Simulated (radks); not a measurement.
Task: These are the eigenvalues of the occupied orbitals of an atom or ion with whole-number occupations (hartree). Calculated with a radial shooting solver on a logarithmic mesh with Libxc functionals: Dirac Kohn-Sham, Slater X-alpha with alpha = 0.97, spin-unpolarised, spherical densities, finite nucleus; Fermi nuclear charge, rms radius of each element as measured or else 0.836 A^(1/3) + 0.57 fm.

| orbital | eigenvalue |
|---|---|
| 1s1/2 | -379.5543 |
| 2s1/2 | -47.62741 |
| 2p1/2 | -42.46026 |
| 2p3/2 | -41.41722 |
| 3s1/2 | -6.05937 |
| 3p1/2 | -4.34326 |
| 3p3/2 | -4.20460 |
| 3d3/2 | -1.27444 |
| 3d5/2 | -1.25573 |
| 4s1/2 | -0.68040 |

Which element is it, and in what charge state? The configuration may be excited. Open shells, if any, are shared by 2j + 1.

Result: Z = 31, gallium, charge +1: Ga+ in [Ar] 3d10 4s2. The list shows which subshells hold electrons but not how many an open one holds; the 1s level, -379.55 hartree, gives Z - s = 27.6 by -(Z - s)^2/2, which with screening and relativity narrows Z to a few neighbours, and the depths of the outer levels then fix element, charge and occupations together.
